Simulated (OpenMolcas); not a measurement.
**Ru4+: moving the ligands**

Ru4+ with its 6 nearest fluoride ions at 1.886 Å, on the Ge site of Cs2GeF6 (a = 9.021 Å, distance in the model lattice 1.804 Å). The rest of the host is ab initio model potentials to 7.6 Å and point charges beyond; the distance is set by hand and nothing relaxes. Ligand basis ANO-RCC-VDZP.
```
Ru    0.0000    0.0000    0.0000
F     1.8860    0.0000    0.0000
F     0.0000    1.8860    0.0000
F    -1.8860    0.0000    0.0000
F     0.0000   -1.8860    0.0000
F     0.0000    0.0000    1.8860
F     0.0000    0.0000   -1.8860
```

```
Program             : OpenMolcas 26.06
Method              : CASSCF
Basis               : ANO-RCC-VTZP [7s6p4d2f1g]
Scalar Hamiltonian  : DKH2, point nucleus
Active space        : 4 electrons in 5 orbitals (4d)
State averaging     : 2S+1 = 5 even, 5 roots; 2S+1 = 3 even, 45 roots; 2S+1 = 1 even, 50 roots
Spin-orbit coupling : state interaction with AMFI integrals over the reference wave functions
```

Runs around this geometry, states (labels of O, the rotations of Oh). Energies in cm-1 above the lowest state or level, χT in cm3 K/mol; under a threefold ground state the first gap can be a small split of the lowest multiplet, not the spin-orbit step; 10Dq and B are least-squares fits to the states below 45000 cm-1, weighted by degeneracy, with a free offset, and given where the rms deviation is under 5 % of |10Dq| (or 100 cm-1) and under 700 cm-1.

```json
{"R (Å)": "1.804", "Ground state": "3T1", "First state of that spin": "3E 35579", "10Dq": "38629", "B (rms of fit)": "738 (173)", "First gap with spin-orbit (degeneracies)": "727.3 (1, 3)", "χT at 300 K": "1.072", "First state of another spin": "1T2 9264"}
{"R (Å)": "1.886", "Ground state": "3T1", "First state of that spin": "3E 28925", "10Dq": "31837", "B (rms of fit)": "734 (228)", "First gap with spin-orbit (degeneracies)": "747.8 (1, 3)", "χT at 300 K": "1.057", "First state of another spin": "1T2 9297"}
{"R (Å)": "1.93", "Ground state": "3T1", "First state of that spin": "3E 25977", "10Dq": "29141", "B (rms of fit)": "791 (354)", "First gap with spin-orbit (degeneracies)": "760.8 (1, 3)", "χT at 300 K": "1.048", "First state of another spin": "1T2 9313"}
```

Taking |10Dq| as R^-n, n = -ln(29141 / 38629) / ln(1.93 / 1.804) = 4.2 between the shortest and longest distance. The point-charge formula for a cubic d site gives n = 5.

An orbital triplet at a regular site is open to Jahn-Teller coupling, which can distort the site and quench the lowest spin-orbit gaps and is left out. Without dynamic correlation the repulsion within the d shell is too large (B by tens of per cent), so at a given field states of lower spin stand too high. With metal d orbitals alone the field can be off either way by tens of per cent. Ligand-to-metal charge-transfer states are missing. With no ligand orbital active B as a rule stays too high, so bands that hang on it stand too high and its fall with covalency is understated. The least metal-like active orbital is 73 % on the metal (Löwdin) and no ligand orbital is active, so the numbers are rough (holds for R = 1.804). This shell can be high or low spin here, a state of another spin lies low, and with metal d orbitals alone active their balance is uncertain, so the ground spin may be wrong, although the usual error favours high spin (holds for R = 1.886; R = 1.93). The least metal-like active orbital is 74 % on the metal (Löwdin) and no ligand orbital is active, so the numbers are rough (holds for R = 1.886; R = 1.93). No measured value stands beside these numbers; the geometry was set by hand and not optimised.
